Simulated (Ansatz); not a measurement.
Reaction (formal exchange of groups at the Si–F bond): `CN[SiH](N)F` + SiH₄ → `CN[SiH](N)[SiH3]` + H–F

Isolated molecules relaxed with PBE0-D4/def2-TZVP in Ansatz; ΔE leaves out vibrations. CCSD(T)/CBS is the MP2 limit (def2-TZVPP, def2-QZVPP) plus CCSD(T) − MP2 in def2-TZVPP, frozen cores. This one scheme is used for every species. DFT in def2-TZVPP. B3LYP here is the variant with VWN-RPA as its local correlation; programs differ in this. One conformer a species, not always the lowest.

`CN[SiH](N)F`:

Z-matrix (Å, degrees):
```
C
N 1 1.447
H 1 1.096 2 112.9
H 1 1.094 2 111.4 3 -121.9
H 1 1.092 2 109.5 3 119.6
Si 2 1.692 1 125.9 3 -101.1
H 2 1.008 1 114.3 3 62.8
F 6 1.605 2 116.4 1 85.7
N 6 1.700 2 108.0 1 -158.6
H 6 1.483 2 106.1 1 -29.7
H 9 1.005 6 121.5 2 54.4
H 9 1.006 6 120.7 2 -153.8
```

SiH₄:

Z-matrix (Å, degrees):
```
Si
H 1 1.485
H 1 1.485 2 109.5
H 1 1.485 2 109.5 3 -120.0
H 1 1.485 2 109.5 3 120.0
```

`CN[SiH](N)[SiH3]`:

```xyz
15

C     0.856    0.381   -2.168
N     0.040   -0.379   -1.248
Si   -0.593    0.220    0.229
N    -2.003   -0.684    0.592
Si    0.801    0.007    2.116
H     0.659    0.088   -3.204
H     0.609    1.442   -2.078
H     1.933    0.279   -1.988
H     0.154   -1.378   -1.331
H    -0.775    1.680   -0.046
H    -2.781   -0.708   -0.048
H    -2.297   -0.827    1.544
H     2.016    0.854    1.953
H     0.127    0.427    3.380
H     1.254   -1.402    2.296
```

H–F:

Z-matrix (Å, degrees):
```
F
H 1 0.920
```

```
          level  ΔE (kJ/mol)  difference from CCSD(T)/CBS
        PBE0-D4        159.5                        -15.7
       B3LYP-D4        177.0                          1.8
        ωB97M-V        184.1                          8.9
         B2PLYP        187.0                         11.8
            PBE        158.5                        -16.7
           PBE0        165.3                         -9.9
CCSD/def2-TZVPP        182.3                          7.1
 MP2/def2-QZVPP        180.5                          5.3
   HF/CBS(def2)        213.8                         38.6
 CCSD/CBS(def2)        180.1                          4.9
    CCSD(T)/CBS        175.2                            0
```

Largest T1 diagnostic among the species: 0.011.

The D4 term adds −9.8 kJ/mol with B3LYP and −5.8 kJ/mol with PBE0; it sums over pairs of atoms, weighted by their polarisabilities, and B3LYP, whose exchange is more repulsive, gets the larger term. In def2-TZVPP, CCSD(T) changes the Hartree–Fock value by −34.1 kJ/mol (the triples alone add −4.9 kJ/mol) and MP2 by −30.4 kJ/mol.
